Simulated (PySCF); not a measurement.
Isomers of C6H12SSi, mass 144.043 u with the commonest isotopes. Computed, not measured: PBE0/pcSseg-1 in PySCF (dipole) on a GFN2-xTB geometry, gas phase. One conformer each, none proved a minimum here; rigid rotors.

**Question.** Order these by rotational constant A, largest first.
A. `[CH2:1]=[C:2]([CH3:3])/[C:4]([CH3:5])=[CH:6]\[S:7][SiH3:8]` with C1–C2–C4–C5 -14°, C4–C6–S7–Si8 -169°
B. `[CH2:1]=[C:2]([CH3:3])[C@@H:4]1[SiH2:5][C@H:6]1[S:7][CH3:8]` with C1–C2–C4–Si5 50°, Si5–C6–S7–C8 152°
C. `[CH2:1]=[C:2]([CH3:3])[S:4][SiH2:5][CH:6]1[CH2:7][CH2:8]1` with C1–C2–S4–Si5 -29°, C2–S4–Si5–C6 -165°, S4–Si5–C6–C7 31°

**Answer.** C (3263 MHz), A (2896 MHz), B (1796 MHz).

**Question.** Order these by dipole moment, smallest first.
A. `[CH2:1]=[C:2]([CH3:3])/[C:4]([CH3:5])=[CH:6]\[S:7][SiH3:8]` with C1–C2–C4–C5 -14°, C4–C6–S7–Si8 -169°
B. `[CH2:1]=[C:2]([CH3:3])[S:4][SiH2:5][CH:6]1[CH2:7][CH2:8]1` with C1–C2–S4–Si5 -29°, C2–S4–Si5–C6 -165°, S4–Si5–C6–C7 31°
C. `[CH2:1]=[C:2]([CH3:3])[C@@H:4]1[SiH2:5][C@H:6]1[S:7][CH3:8]` with C1–C2–C4–Si5 50°, Si5–C6–S7–C8 152°

**Answer.** B (0.91 D), C (1.21 D), A (1.42 D).

**Question.** Order these by rotational constant C, largest first.
A. `[CH2:1]=[C:2]([CH3:3])[S:4][SiH2:5][CH:6]1[CH2:7][CH2:8]1` with C1–C2–S4–Si5 -29°, C2–S4–Si5–C6 -165°, S4–Si5–C6–C7 31°
B. `[CH2:1]=[C:2]([CH3:3])/[C:4]([CH3:5])=[CH:6]\[S:7][SiH3:8]` with C1–C2–C4–C5 -14°, C4–C6–S7–Si8 -169°
C. `[CH2:1]=[C:2]([CH3:3])[C@@H:4]1[SiH2:5][C@H:6]1[S:7][CH3:8]` with C1–C2–C4–Si5 50°, Si5–C6–S7–C8 152°

**Answer.** C (759.0 MHz), A (659.8 MHz), B (591.5 MHz).

```
                     SMILES  point group  Ia (u·Å²)  Ib (u·Å²)  Ic (u·Å²)      κ  μa (D)  μb (D)  μc (D)
C=C(C)[C@@H]1[SiH2][C@H]1SC           C1     281.43     503.37     665.82  -0.53    1.13    0.36    0.21
         C=C(C)S[SiH2]C1CC1           C1     154.90     672.02     765.99  -0.93    0.34    0.50    0.67
      C=C(C)/C(C)=C\S[SiH3]           C1     174.49     700.96     854.38  -0.89    0.85    1.14    0.08
```
